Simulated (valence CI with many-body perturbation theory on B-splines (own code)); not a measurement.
## E1 transitions of Ir LXXIII

Computed by relativistic CI+MBPT: three valence electrons over a frozen Dirac-Fock core [He], radial functions for each j: 11 s, 11 p, 10 d, 8 f, 5 g, 2 h, with the one-electron correlation potential Σ1, the two-electron term Σ2, the three-electron term Σ3, Breit, model QED; selected CI, second order for the rest, scaled by the run's own slope (own B-spline code, finite nucleus).

The last digits are not significant, and no measured levels were compared; by estimate large intervals hold to a few tenths of a per cent, small ones and those within an open d or f shell to about a per cent.

Lines 201 to 250 of 578 in falling wavelength, among levels below 17048 eV, chosen from the strongest by gf and those to the six lowest levels. Wavelengths and rates use the calculated energies. Electric multipoles are in the length gauge with retardation, E1 and E2 with the static RPA response of the core. Weak lines are less certain than strong ones. Lines between different terms over intervals too small for the method are left out, as are lines whose strength nearly cancels. The highest levels of a list are the least certain.

Levels are named by their leading jj configuration (3d3/2^4 stands for four electrons in 3d with j = 3/2), which in mixed levels can hold well under half, so a name can repeat and another be missing. Letters in brackets count levels of one name in rising energy.

```csv
λ vac (Å),Upper,Lower,A (s⁻¹),S (a.u.) with core polarisation,S without
6.025,(2s 2p3/2 3d3/2) J=5/2 [b],(2s^2 3d3/2) J=3/2,1.54e+13,9.95e-03,9.96e-03
6.024,(2p3/2^2 3p1/2) J=1/2,(2s 2p3/2 3p1/2) J=3/2 [b],1.88e+13,4.05e-03,4.05e-03
6.023,(2p3/2^2 3d3/2) J=3/2 [b],(2s 2p3/2 3d3/2) J=5/2 [b],1.46e+13,6.29e-03,6.30e-03
6.023,(2p3/2^2 3s) J=1/2,(2s 2p3/2 3s) J=3/2 [b],1.83e+13,3.95e-03,3.95e-03
6.020,(2p3/2^2 3p1/2) J=1/2,(2s 2p3/2 3p1/2) J=1/2,9.01e+12,1.94e-03,1.94e-03
6.019,(2p1/2 2p3/2 3s) J=5/2,(2s 2p1/2 3s) J=3/2,1.21e+13,7.84e-03,7.85e-03
6.019,(2s 2p3/2 3p1/2) J=1/2,(2s^2 3p1/2) J=1/2,1.78e+13,3.83e-03,3.84e-03
6.018,(2p1/2 2p3/2 3d3/2) J=1/2 [b],(2s 2p1/2 3d3/2) J=1/2,1.12e+13,2.41e-03,2.41e-03
6.018,(2s 2p3/2 3s) J=1/2,(2s^2 3s) J=1/2,1.77e+13,3.81e-03,3.82e-03
6.016,(2p1/2 2p3/2 3p1/2) J=1/2,(2s 2p1/2 3p1/2) J=1/2 [a],1.16e+13,2.50e-03,2.50e-03
6.016,(2p1/2 2p3/2 3d5/2) J=3/2 [b],(2s 2p1/2 3d5/2) J=5/2 [b],9.01e+12,3.87e-03,3.88e-03
6.015,(2s 2p3/2 3p1/2) J=3/2 [b],(2s^2 3p1/2) J=1/2,1.71e+13,7.34e-03,7.35e-03
6.007,(2p1/2 2p3/2 3p3/2) J=5/2 [b],(2s 2p1/2 3p3/2) J=3/2 [b],5.84e+12,3.75e-03,3.75e-03
6.006,(2p1/2 2p3/2 3d5/2) J=7/2 [b],(2s 2p1/2 3d5/2) J=7/2,6.33e+12,5.41e-03,5.42e-03
6.006,(2p1/2 2p3/2 3d3/2) J=3/2 [a],(2s 2p1/2 3d3/2) J=3/2 [a],1.01e+13,4.31e-03,4.32e-03
6.005,(2p3/2^2 3p3/2) J=3/2 [b],(2s 2p3/2 3p3/2) J=5/2 [b],1.10e+13,4.70e-03,4.70e-03
6.004,(2p3/2^2 3d3/2) J=3/2 [b],(2s 2p3/2 3d3/2) J=3/2 [b],6.00e+12,2.56e-03,2.57e-03
6.004,(2p1/2 2p3/2 3d3/2) J=5/2 [a],(2s 2p1/2 3d3/2) J=3/2 [a],5.72e+12,3.66e-03,3.67e-03
6.003,(2p1/2 2p3/2 3p3/2) J=5/2 [b],(2s 2p1/2 3p3/2) J=5/2,6.04e+12,3.87e-03,3.87e-03
6.003,(2s 2p3/2 3d5/2) J=5/2 [b],(2s^2 3d5/2) J=5/2,1.44e+13,9.20e-03,9.21e-03
6.001,(2p3/2^2 3s) J=1/2,(2s 2p3/2 3s) J=1/2,9.25e+12,1.97e-03,1.98e-03
6.000,(2p1/2 2p3/2 3d5/2) J=1/2,(2s 2p1/2 3d5/2) J=3/2,1.26e+13,2.69e-03,2.69e-03
5.999,(2p1/2 2p3/2 3p1/2) J=3/2 [a],(2s 2p1/2 3p1/2) J=1/2 [a],7.37e+12,3.14e-03,3.14e-03
5.998,(2s 2p3/2 3p3/2) J=3/2 [b],(2s^2 3p3/2) J=3/2,1.69e+13,7.21e-03,7.22e-03
5.996,(2s 2p3/2 3s) J=3/2 [b],(2s^2 3s) J=1/2,1.67e+13,7.11e-03,7.12e-03
5.995,(2s 2p3/2 3d3/2) J=1/2 [b],(2s^2 3d3/2) J=3/2,1.80e+13,3.82e-03,3.83e-03
5.995,(2p1/2 2p3/2 3d5/2) J=3/2 [a],(2s 2p1/2 3d5/2) J=5/2 [a],5.36e+12,2.28e-03,2.28e-03
5.993,(2p3/2^2 3d5/2) J=5/2 [b],(2s 2p3/2 3d5/2) J=7/2 [b],9.13e+12,5.82e-03,5.82e-03
5.991,(2p3/2^2 3d5/2) J=3/2,(2s 2p3/2 3d5/2) J=1/2,4.50e+12,1.91e-03,1.91e-03
5.991,(2p3/2^2 3p3/2) J=5/2,(2s 2p3/2 3p3/2) J=3/2 [a],4.41e+12,2.81e-03,2.81e-03
5.990,(2p1/2 2p3/2 3d5/2) J=5/2 [a],(2s 2p1/2 3d5/2) J=5/2 [a],4.67e+12,2.97e-03,2.98e-03
5.989,(2s 2p3/2 3d5/2) J=3/2 [b],(2s^2 3d5/2) J=5/2,1.37e+13,5.79e-03,5.80e-03
5.986,(2p1/2 2p3/2 3s) J=3/2 [a],(2s 2p1/2 3s) J=1/2 [a],1.02e+13,4.33e-03,4.34e-03
5.985,(2s 2p3/2 3p3/2) J=1/2 [b],(2s^2 3p3/2) J=3/2,1.65e+13,3.49e-03,3.50e-03
5.985,(2p1/2 2p3/2 3d3/2) J=1/2 [a],(2s 2p1/2 3d3/2) J=3/2 [a],1.27e+13,2.69e-03,2.69e-03
5.971,(2p3/2^2 3s) J=3/2,(2s 2p3/2 3s) J=3/2 [a],1.04e+13,4.38e-03,4.39e-03
5.968,(2p3/2^2 3d3/2) J=7/2,(2s 2p3/2 3d3/2) J=7/2,1.08e+13,9.08e-03,9.09e-03
5.967,(2p3/2^2 3d3/2) J=5/2,(2s 2p3/2 3d3/2) J=7/2,2.77e+12,1.74e-03,1.74e-03
5.965,(2p3/2^2 3d3/2) J=3/2 [a],(2s 2p3/2 3d3/2) J=3/2 [a],6.02e+12,2.52e-03,2.53e-03
5.960,(2s 2p1/2 2p3/2) J=1/2,(2s^2 2p1/2) J=1/2,1.88e+13,3.94e-03,3.94e-03
5.958,(2p3/2^2 3p1/2) J=3/2,(2s 2p3/2 3p1/2) J=3/2 [a],1.20e+13,5.03e-03,5.04e-03
5.957,(2p3/2^2 3p3/2) J=7/2,(2s 2p3/2 3p3/2) J=7/2,1.13e+13,9.47e-03,9.48e-03
5.957,(2p3/2^2 3p1/2) J=5/2,(2s 2p3/2 3p1/2) J=5/2,1.25e+13,7.80e-03,7.81e-03
5.954,(2s 2p1/2 2p3/2) J=3/2 [b],(2s^2 2p1/2) J=1/2,1.74e+13,7.23e-03,7.24e-03
5.951,(2p1/2 2p3/2^2) J=3/2,(2s 2p1/2 2p3/2) J=5/2,1.47e+12,6.13e-04,6.14e-04
5.949,(2p3/2^2 3d5/2) J=7/2,(2s 2p3/2 3d5/2) J=9/2,3.29e+12,2.74e-03,2.74e-03
5.948,(2p3/2^2 3d5/2) J=9/2,(2s 2p3/2 3d5/2) J=9/2,1.06e+13,1.10e-02,1.10e-02
5.947,(2p3/2^2 3d5/2) J=5/2 [a],(2s 2p3/2 3d5/2) J=3/2 [a],3.50e+12,2.18e-03,2.18e-03
5.947,(2p3/2^2 3d3/2) J=3/2 [a],(2s 2p3/2 3d3/2) J=5/2 [a],4.88e+12,2.03e-03,2.03e-03
5.941,(2p3/2^2 3d3/2) J=5/2,(2s 2p3/2 3d3/2) J=5/2 [a],7.31e+12,4.54e-03,4.55e-03
```
